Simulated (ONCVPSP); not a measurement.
Before and after: ONCV potential for lutetium

- Element: Lu (Z = 71)
- Generator: ONCVPSP 4.0.1
- Type: optimised norm-conserving Vanderbilt (ONCV)
- Functional: PBE
- Relativity: scalar-relativistic
- Frozen core: [Kr] 4d10
- Valence charge: 25
- Reference configuration: 4f14 5s2 5p6 5d1.5 6s1.5
- Partial waves: 5s+6s: rc 1.60 bohr, ncon 5, nbas 8, qcut 6.2 1/bohr, 2 projectors; 5p: rc 1.95 bohr, ncon 4, nbas 9, qcut 8.1 1/bohr, 2 projectors, debl 3.1 Ha; 5d: rc 2.00 bohr, ncon 3, nbas 6, qcut 4.9 1/bohr, 2 projectors, debl 2.5 Ha; 4f: rc 0.70 bohr, ncon 3, nbas 8, qcut 24.5 1/bohr, 2 projectors, debl 4 Ha
- Local potential: polynomial inside 0.70 bohr (lpopt 5, dvloc0 0 Ha)
- Core correction: none

All-electron outer shells of the reference configuration (PBE, scalar-relativistic, ld1.x):

| shell | level (eV) | outermost node (bohr) | outermost maximum (bohr) |
| --- | --- | --- | --- |
| 4d | -191.39 | 0.23 | 0.48 |
| 5s | -60.50 | 0.57 | 1.04 |
| 5p | -31.15 | 0.61 | 1.19 |
| 4f | -9.09 | – | 0.47 |
| 6s | -4.52 | 1.42 | 3.08 |
| 5d | -1.51 | 0.68 | 1.87 |

Change: f: nproj 0; local potential the f channel.

Cutoffs: the cutoffs (Ha) at which the residual kinetic energy of the hardest occupied pseudo-wave falls to 1 and 0.1 mHa per electron; they do not see the model core or the augmentation charge, which bear on the density cutoff. Errors are all-electron minus pseudo energies relative to the spin-unpolarised reference configuration.

**Question.** Predict the effect on cutoff, ghosts and configuration errors.

**Answer.** The potential gets neither clearly harder nor softer (245 Ha and 270 Ha → 245 Ha and 270 Ha); the bound ghosts move from p, s to d, p, s; the errors of the 3 common tests hardly move. In the separable form a ghost depends on how the local part lies against the semilocal potential of the channel, so the choice of the local part can create or remove one.

| quantity | base | changed |
| --- | --- | --- |
| cutoff, loose | 245 Ha | 245 Ha |
| cutoff, tight | 270 Ha | 270 Ha |
| bound ghosts | s, p | s, p, d |
| GHOST(+) flags under 300 eV | d at 244.8 eV | none |
| tests with a reliable result | 3 of 4 | 3 of 4 |
| error for 4f14 5s2 5p6 5d1 6s2, meV [ΔE -1.48 eV] | +1.5 | +1.5 |
| error for 4f14 5s2 5p6 5d1 6s1, meV [ΔE 5.89 eV] | -0.2 | -0.1 |
| error for 4f14 5s2 5p5 5d1 6s2, meV [ΔE 35.56 eV] | -63 | -61 |
| s: phases at 1.62 bohr within 0.05 rad from the reference energy up to (Ha; the scan ends near 5) | to the end of the scan | to the end of the scan |
| p: phases at 1.98 bohr within 0.05 rad from the reference energy up to (Ha; the scan ends near 5) | to the end of the scan | to the end of the scan |
| d: phases at 2.04 bohr within 0.05 rad from the reference energy up to (Ha; the scan ends near 5) | to the end of the scan | to the end of the scan |
| f: phases at 0.71 bohr within 0.05 rad from the reference energy up to (Ha; the scan ends near 5) | to the end of the scan | to the end of the scan |

 A true bound ghost makes a file unfit for plane-wave use even where its test errors are small: the radial tests pick states by their node count and pass the ghost by.
